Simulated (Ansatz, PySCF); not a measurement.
CH₅BFNO. Atoms are numbered in the order given.

```xyz
10

B      0.1867     0.2132     0.5099
F      0.8803    -0.0812     1.6208
N      0.0558    -0.7978    -0.4684
C     -0.6319    -0.7314    -1.7330
H      0.4963    -1.6889    -0.2654
H     -1.4645    -1.4548    -1.8041
H      0.0403    -0.9085    -2.5922
H     -1.0698     0.2691    -1.8768
O     -0.3296     1.4725     0.4322
H     -0.8208     1.6413    -0.3782
```
Charge 0, spin multiplicity 1.

The structure is a stationary point at r2SCAN-D4/def2-SVP. This is a generated structure with no PubChem entry under its InChIKey; it may be hypothetical. One conformer was computed; it need not be the lowest.

Vertical ionisation energy (IE) and electron affinity (EA) in eV. Rows of orbital energies are one-electron estimates. Where ΔSCF, EOM or ADC give a negative EA the extra electron is unbound and the value depends on the basis.

```
level                                                                  IE     EA
-------------------------------------------------------------------  ----  -----
−ε(HOMO), −ε(LUMO), M06-2X/def2-TZVP (PySCF)                         8.89  -1.03
−ε(HOMO), −ε(LUMO), PBE/def2-TZVP (PySCF)                            6.01   0.38
ΔSCF, PBE0/def2-SVPD (Ansatz), final states of multiplicity 2 and 2  9.84  -1.11
ΔSCF, PBE/def2-SVPD (Ansatz), final states of multiplicity 2 and 2   9.64  -0.95
```

Task: What vertical singlet–triplet gap does ΔSCF give with PBE0/def2-SVPD (Ansatz, an electronic-structure program) and with PBE/def2-SVPD (Ansatz)? (Estimate from the structure and the level; the computed values follow.)

Result: 6.17 and 5.80 eV (triplet above singlet where positive).
